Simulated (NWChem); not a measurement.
System: C2H6N, doublet; SMILES C(C)[NH]

Here is an NWChem input.

```
start job
memory heap 200 mb stack 900 mb global 1100 mb
geometry units angstroms noautoz
  C      0.244085    -1.198967     0.000000
  C     -0.486001     0.130558     0.000000
  N      0.407276     1.245931     0.000000
  H     -0.460419    -2.044306     0.000000
  H      0.888548    -1.284592     0.887628
  H      0.888548    -1.284592    -0.887628
  H     -1.172323     0.192910    -0.874011
  H     -1.172323     0.192910     0.874011
  H     -0.178965     2.092785     0.000000
end
basis spherical
  * library 6-31g*
end
dft
  odft
  mult 2
  xc b3lyp
  iterations 150
end
tddft
  cis
  nroots 6
end
task tddft energy
```

In the optimisation the excess spin sits in a" (Cs, its own frame). The geometry was optimised at PBE0/def2-SVP, spin-unrestricted. No stability test was run on the SCF state. B3LYP is NWChem's, with the RPA form of VWN correlation.

Vertical excitations in the gas phase. Excited states of an open shell can be spin-contaminated.

Question: Give the results of this calculation. (B3LYP/6-31G* (spherical d), spin-unrestricted, TDA.) Quantities: lowest excitation (eV); oscillator strength of that lowest state; lowest state with f > 0.02 (eV); oscillator strength of that bright state; lowest empty minus highest occupied level, either spin (eV).

Answer: 
- lowest excitation (eV): 2.39
- oscillator strength of that lowest state: 0.001
- lowest state with f > 0.02 (eV): 6.28
- oscillator strength of that bright state: 0.020
- lowest empty minus highest occupied level, either spin (eV): 4.89
